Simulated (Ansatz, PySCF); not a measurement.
Species: bromo(fluoro)methane, CH2BrF, net charge 0, singlet state. SMILES: FCBr
Geometry: optimised at B3LYP-D3(BJ)/def2-TZVP (Ansatz, a program for electronic structure).

Wanted: atomisation energy (electronic, to ground-state atoms), in eV. Valence correlation only, unless marked. Open shells are spin-unrestricted. Spin-orbit coupling is left out. Frozen are the shells of the preceding noble gas and the d and f shells that filled before the atom's block. No relativistic terms. The coupled-cluster limit lacks core correlation, which all-electron functionals hold. CBS(X,Y): correlation extrapolated as X^-3; Hartree-Fock from the larger set.

```tsv
level	program	atomisation energy (eV)	minus last row
HF/cc-pVQZ	Ansatz	11.78	-5.08
SVWN5/def2-TZVPD	Ansatz	19.94	3.08
PBE0/def2-QZVPP	Ansatz	16.92	0.06
MN15/def2-TZVPD	PySCF	16.88	0.02
CAM-B3LYP/def2-TZVPD	Ansatz	16.82	-0.04
wB97X-V/def2-TZVPD	Ansatz	16.87	0.01
MP2/cc-pVDZ	Ansatz	15.67	-1.19
MP2/CBS(cc-pVTZ,cc-pVQZ)	Ansatz	17.31	0.45
CCSD/6-31G*	Ansatz	15.14	-1.72
CCSD(T)/CBS(cc-pVTZ,cc-pVQZ)	Ansatz	16.86	0.00
```
